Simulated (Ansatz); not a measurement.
`[OH][GaH][F]` + H₂ → `[F][GaH2]` + H₂O at 400 K and 1 bar (hydrogenolysis of a Ga–O bond).

Gas-phase electronic energies from Ansatz, PBE0-D4/def2-TZVP geometries. CCSD(T)/CBS adds triple-zeta CCSD(T) − MP2 to the extrapolated MP2 energy (def2 sets, frozen cores). This one scheme is used for every species. For Ga outer-core shells are correlated without core-valence functions, which leaves a few kJ/mol of doubt a bond. Scalar relativity is left out up to krypton. One conformer a species, not always the lowest.

```
       species  CCSD(T)/CBS energy (Eh)  H − E (kJ/mol)  S (J/(mol·K))
`[OH][GaH][F]`              -2100.17635            80.2          309.5
            H₂                 -1.17544            38.0          139.0
   `[F][GaH2]`              -2024.95631            56.3          268.5
           H₂O                -76.37941            69.8          198.6
```

H − E and S are ideal-gas, rigid-rotor, harmonic terms from PBE0-D4/def2-TZVP, for one conformer and one mirror image of each species. The MP2-based limit puts H₂ 0.8 mEh under its directly extrapolated value; such offsets cancel only in part. 1 Eh = 2625.50 kJ/mol, R = 8.31446 J/(mol·K).

Q: By hand: ΔE, ΔH, ΔS and ΔG.

A: ΔE = (-2024.95631) + (-76.37941) − (-2100.17635) − (-1.17544) = 0.01607 Eh = 42.2 kJ/mol. Δ(H − E) = 56.3 + 69.8 − 80.2 − 38.0 = 7.9, so ΔH = 50.1 kJ/mol. ΔS = 268.5 + 198.6 − 309.5 − 139.0 = 18.6 J/(mol·K). ΔG = 50.1 − 400 × (18.6)/1000 = 42.7 kJ/mol.

Q: By hand: the equilibrium constant, and the temperature at which ΔG would vanish if ΔH and ΔS stayed fixed.

A: log₁₀ K = −ΔG/(RT ln 10) = -5.6. ΔG = 0 at ΔH/ΔS = 2694 K, far beyond where these terms or the molecules hold.

ΔH outweighs TΔS. A doubt of 5 kJ/mol in ΔE shifts log₁₀ K by 0.7 here. Other conformers and mirror images would add mixing entropy, several J/(mol·K) or more a flexible species. These are equilibria of isolated gas molecules and say nothing of rates. Largest T1 diagnostic: 0.015 (customary marks: 0.02 for closed shells, 0.045 for open ones).
